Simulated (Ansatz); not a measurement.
`BBC` + `B[S][GeH3]` → `CB[S][GeH3]` + `BB`  (redistribution)

Gas-phase electronic energies from Ansatz, PBE0-D4/def2-TZVP geometries. CCSD(T)/CBS adds triple-zeta CCSD(T) − MP2 to the extrapolated MP2 energy (def2 sets, frozen cores). Functionals use def2-TZVPP. For Ge outer-core shells are correlated without core-valence functions, which leaves a few kJ/mol of doubt a bond. Scalar relativity is left out up to krypton. Each species was taken in one conformer, which may not be the lowest.

(1) Is it downhill or uphill in electronic energy at CCSD(T)/CBS, and by how much? (Best estimate.)

(2) What do these levels give: ωB97M-V, r2SCAN, MP2/def2-QZVPP, SCS-MP2/def2-QZVPP, HF/CBS(def2), CCSD/CBS(def2)? (Best estimate.)

Largest T1 diagnostic among the species: 0.014.

Results:

(1) The calculation gave: Downhill: ΔE = -4.7 kJ/mol.

(2) Ansatz gave: ωB97M-V -4.6, r2SCAN -4.7, MP2/def2-QZVPP -5.8, SCS-MP2/def2-QZVPP -5.1, HF/CBS(def2) -5.0, CCSD/CBS(def2) -4.8 kJ/mol.
